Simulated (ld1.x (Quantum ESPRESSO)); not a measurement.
# Building the TM potential for iodine (I) (LDA (PZ), scalar-relativistic).

Input for ld1.x (Quantum ESPRESSO) 7.5:

```
&input
   title='I', zed=53., rel=1, dft='PZ', iswitch=3,
   config='[Kr] 4d10 5s2 5p4.75',
   nld=2, rlderiv=1.75, eminld=-3.0, emaxld=5.0, deld=0.02
 /
 &inputp
   pseudotype=2, tm=.true., lloc=1,
   nlcc=.false.,
   file_pseudopw='I.UPF', file_wfcaegen='ae.wfc', file_wfcncgen='nc.wfc', file_beta='beta', file_chi='chi'
 /
2
5S  1  0   2.00   0.00  1.55  1.55  0.0
5P  2  1   4.75   0.00  1.60  1.60  0.0
 &test
   configts(1)='5s2 5p4.75'
 /
```

Command:

```bash
ld1.x < I.in > I.out
```

Resulting log (shortened: banner, matrices, multipoles, cross overlaps and the repeated all-electron block are left out):

```
Program LD1 v.7.5
     --------------------------- All-electron run ----------------------------

     I
     scalar relativistic calculation

     atomic number is 53.00
     dft =PZ   lsd =0 sic =0 latt =0  beta=0.20 tr2=1.0E-14
     Exchange-correlation= PZ
                           (   1   1   0   0   0   0   0)
     mesh =1247 r(mesh) =  99.95380 a.u. xmin = -7.00 dx = 0.01250
     1 Ry =  13.60569312 eV, c = 137.03599908

     n l     nl                  e(Ry)          e(Ha)          e(eV)
     1 0     1S 1( 2.00)     -2421.8276     -1210.9138    -32950.6432
     2 0     2S 1( 2.00)      -374.3948      -187.1974     -5093.9007
     2 1     2P 1( 6.00)      -336.2388      -168.1194     -4574.7624
     3 0     3S 1( 2.00)       -75.6616       -37.8308     -1029.4290
     3 1     3P 1( 6.00)       -63.2960       -31.6480      -861.1853
     4 0     4S 1( 2.00)       -13.4075        -6.7037      -182.4179
     4 1     4P 1( 6.00)        -9.5249        -4.7625      -129.5934
     3 2     3D 1(10.00)       -44.7234       -22.3617      -608.4925
     4 2     4D 1(10.00)        -3.8648        -1.9324       -52.5829
     5 0     5S 1( 2.00)        -1.4529        -0.7265       -19.7680
     5 1     5P 1( 4.75)        -0.6777        -0.3389        -9.2207

     final scf error:  7.7E-15 reached in  35 iterations

     Etot =  -14221.073342 Ry,   -7110.536671 Ha, -193487.559770 eV

     Ekin =   14923.795679 Ry,    7461.897839 Ha,  203048.584235 eV
     Encl =  -34413.074672 Ry,  -17206.537336 Ha, -468213.733411 eV
     Eh   =    5618.429162 Ry,    2809.214581 Ha,   76442.623012 eV
     Exc  =    -350.223510 Ry,    -175.111755 Ha,   -4765.033606 eV

     normalization and overlap integrals

     s(1S/1S) =  1.000000  <r> =   0.0272  <r2> =    0.0010  r(max) =   0.0175
     s(2S/2S) =  1.000000  <r> =   0.1173  <r2> =    0.0162  r(max) =   0.0995
     s(2P/2P) =  1.000000  <r> =   0.1025  <r2> =    0.0128  r(max) =   0.0794
     s(3S/3S) =  1.000000  <r> =   0.3146  <r2> =    0.1131  r(max) =   0.2843
     s(3P/3P) =  1.000000  <r> =   0.3125  <r2> =    0.1133  r(max) =   0.2807
     s(4S/4S) =  1.000000  <r> =   0.7401  <r2> =    0.6192  r(max) =   0.6820
     s(4P/4P) =  1.000000  <r> =   0.7923  <r2> =    0.7158  r(max) =   0.7169
     s(3D/3D) =  1.000000  <r> =   0.2888  <r2> =    0.0987  r(max) =   0.2327
     s(4D/4D) =  1.000000  <r> =   0.9222  <r2> =    0.9968  r(max) =   0.7825
     s(5S/5S) =  1.000000  <r> =   1.9476  <r2> =    4.2996  r(max) =   1.6984
     s(5P/5P) =  1.000000  <r> =   2.4273  <r2> =    6.7881  r(max) =   1.9981

     ------------------------ End of All-electron run ------------------------

     --------------------- Generating NC pseudopotential ---------------------

      Generating local pot.: lloc=1, matching radius rcloc =   1.6000

      Wfc   5S  rcut= 1.537  Using Troullier-Martins method

     ------------------- End of pseudopotential generation -------------------

     Computing logarithmic derivative in   1.75238
     Computing logarithmic derivative in   1.75238
     Computing the partial wave expansion
     R is outside the sphere for l=    0 j= 0.00
       no projector for channel:   1

     ---------------------- Testing the pseudopotential ----------------------

     I
     scalar relativistic calculation

     atomic number is 53.00   valence charge is  7.00
     dft =PZ   lsd =0 sic =0 latt =0  beta=0.20 tr2=1.0E-14
     mesh =1247 r(mesh) =  99.95380 xmin = -7.00 dx = 0.01250

     n l     nl             e AE (Ry)        e PS (Ry)    De AE-PS (Ry)
     1 0     5S   1( 2.00)       -1.45292       -1.45292        0.00001
     2 1     5P   1( 4.75)       -0.67771       -0.67770       -0.00001

     eps = 5.1E-15  iter = 13

     Etot =  -14221.073342 Ry,   -7110.536671 Ha, -193487.559770 eV
     Etotps =   -22.833912 Ry,     -11.416956 Ha,    -310.671197 eV

     Ekin =       6.266192 Ry,       3.133096 Ha,      85.255883 eV
     Encl =     -42.602759 Ry,     -21.301380 Ha,    -579.640071 eV
     Ehrt =      17.964509 Ry,       8.982254 Ha,     244.419591 eV
     Ecxc =      -4.123265 Ry,      -2.061632 Ha,     -56.099875 eV
     Epseu=      -0.338588 Ry,      -0.169294 Ha,      -4.606725 eV

     ---------------------- End of pseudopotential test ----------------------
```

Note: ghost state, extra bound levels that the all-electron valence spectrum of the same l lacks: s at -175.7 eV. A true bound ghost makes a file unfit for plane-wave use.

Generation and configuration tests took about 2.2 s on one core of a shared server CPU.
